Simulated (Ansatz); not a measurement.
`[SiH2]1[SiH2][GeH2]1`. Charge 0, multiplicity 1.

```csv
atom,x (Å),y (Å),z (Å)
Si1,-1.0041,-0.5248,0.7479
Si2,0.7893,-0.8543,-0.7002
Ge3,0.2118,1.3609,-0.0473
H4,-0.8517,-0.9126,2.1718
H5,-2.3801,-0.7392,0.2361
H6,0.5112,-1.2733,-2.0961
H7,2.0407,-1.4409,-0.1606
H8,1.1343,2.1027,0.9239
H9,-0.4514,2.2814,-1.0756
```

What are the harmonic wavenumbers in cm⁻¹ at PBE0-D4/def2-TZVP (Ansatz, finite differences of forces, unscaled)? (Estimate.)

Ansatz gave: 184, 238, 313, 318, 336, 388, 470, 572, 589, 592, 637, 656, 820, 887, 888, 2153, 2174, 2222, 2222, 2244, 2252.

Is this a minimum?

Yes, all 21 modes are real.

Give the ideal-gas thermochemistry at 298.15 K and 1 bar (rigid rotor, harmonic oscillator; point group C2v, symmetry number 2).

Zero-point energy 126.5 kJ/mol; H(298) − E = 146.4 kJ/mol; entropy 327.9 J/(mol·K), of which translation 170.0, rotation 105.9, vibration 52.0; G(298) − E = 48.7 kJ/mol.

And at 400, 500, 600, 800 and 1000 K?


```json
{"T (K)": "400", "H − E (kJ/mol)": "158.5", "S (J/mol/K)": "362.5", "G − E (kJ/mol)": "13.5"}
{"T (K)": "500", "H − E (kJ/mol)": "171.7", "S (J/mol/K)": "392.0", "G − E (kJ/mol)": "-24.3"}
{"T (K)": "600", "H − E (kJ/mol)": "186.1", "S (J/mol/K)": "418.1", "G − E (kJ/mol)": "-64.8"}
{"T (K)": "800", "H − E (kJ/mol)": "217.3", "S (J/mol/K)": "462.9", "G − E (kJ/mol)": "-153.1"}
{"T (K)": "1000", "H − E (kJ/mol)": "251.1", "S (J/mol/K)": "500.6", "G − E (kJ/mol)": "-249.5"}
```
